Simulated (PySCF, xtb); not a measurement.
C4H5ClSi, SMILES C#C[SiH2]C(=C)Cl. One conformer was computed; it need not be the lowest.

Harmonic wavenumbers (cm⁻¹) from GFN2-xTB (xtb) at its own minimum, in rising order: 33, 85, 182, 214, 266, 297, 338, 493, 550, 567, 650, 682, 684, 691, 719, 762, 782, 896, 1076, 1382, 1654, 2208, 2234, 2243, 3088, 3124, 3352.

Q: What does PBE-D3(BJ)/def2-SVP in PySCF give at its own minimum? (The exact figures need the calculation; the answer reports its results.)

A: 54, 93, 192, 230, 294, 306, 366, 554, 600, 629, 683, 696, 707, 721, 754, 815, 881, 910, 1062, 1332, 1619, 2085, 2182, 2183, 3073, 3177, 3389. Paired by order, the mean absolute difference is 38 cm⁻¹ and the zero-point energies are 41.8 and 42.3 kcal/mol.
